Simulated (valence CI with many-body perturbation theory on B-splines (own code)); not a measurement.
# Te¹⁹⁺ in brief

Method: valence CI with perturbative core correlation (CI+MBPT): five valence electrons over a frozen Dirac-Fock core [Ar] 3d10, radial functions for each j: 9 s, 9 p, 8 d, 6 f, 3 g, 1 h, with the one-electron correlation potential Σ1 (screened to all orders), the two-electron term Σ2, the three-electron term Σ3, Breit, model QED; selected single and double excitations, second order for the rest (own B-spline code, finite nucleus).

No measured spectrum was set against this ion. As an estimate, levels hold to about 250 cm⁻¹ or 0.2 % of their energy and the worst to 1 %, as in measured heavy ions of charge 2 to 7; those with d or f electrons hold less well. Among the levels kept, up to 300 cm⁻¹ of a level comes from second order outside the variational space, and about a tenth of that is noise between levels of different J, which matters for small intervals.

Levels are named by their leading jj configuration (3d3/2^4 stands for four electrons in 3d with j = 3/2), which in mixed levels can hold well under half, so a name can repeat and another be missing.

Rates and lifetimes use the calculated energies. Strong lines usually hold to 10 to 20 %, long lifetimes can be off by a factor of two.

Problem. What is the ground level?

Solution. (4s^2 4p1/2^2 4p3/2) J=3/2, composition 45 % 4s²4p³ ⁴S° + 34 % 4s²4p³ ²P° + 19 % 4s²4p³ ²D°, g = 1.536.

Problem. What is the ionisation energy?

Solution. 556.26 eV; NIST lists 555 ± 4 eV (theoretical).

Problem. Name the longest-lived excited levels whose lifetime is computed, and their main decay.

Solution. (4s^2 4p1/2 4p3/2^2) J=5/2 at 13.32 eV lives 371 μs, mostly by M1 to (4s^2 4p1/2^2 4p3/2) J=3/2; (4s^2 4p1/2 4p3/2^2) J=3/2 at 10.49 eV lives 75.7 μs, mostly by M1 to (4s^2 4p1/2^2 4p3/2) J=3/2; (4s^2 4p1/2 4p3/2^2) J=1/2 at 17.17 eV lives 58.4 μs, mostly by M1 to (4s^2 4p1/2^2 4p3/2) J=3/2. The lifetime of (4s^2 4p1/2 4p3/2 4d5/2) J=9/2 is too uncertain to give, and may be longer.

Problem. How well does LS coupling describe the low levels?

Solution. Among the lowest 20 levels the leading LS term, summed over configurations, holds 62 % on average. For single configurations the figures are 58 % in LS and 74 % in jj coupling. Terms mix most in the J = 3/2 level at 78.57 eV, where the leading one holds 32 %.

Problem. What are the static dipole polarisabilities of the lowest levels?

Solution. (4s^2 4p1/2^2 4p3/2) J=3/2 0.267 (tensor 0.013); (4s^2 4p1/2 4p3/2^2) J=3/2 0.278 (tensor 0.0089); (4s^2 4p1/2 4p3/2^2) J=5/2 0.278; (4s^2 4p1/2 4p3/2^2) J=1/2 0.276 bohr³, of which the core gives 0.0145.

Problem. Among levels below 136.06 eV, which E1 lines absorb most strongly from the ground level?

Solution. to (4s^2 4p1/2 4p3/2 4d5/2) J=5/2 at 12.52 nm, f = 0.775; to (4s^2 4p1/2 4p3/2 4d3/2) J=3/2 at 12.42 nm, f = 0.509; to (4s^2 4p1/2 4p3/2 4d5/2) J=5/2 at 11.85 nm, f = 0.334.

Problem. Where does the other parity begin?

Solution. At (4s 4p1/2^2 4p3/2^2) J=5/2, 56.08 eV.
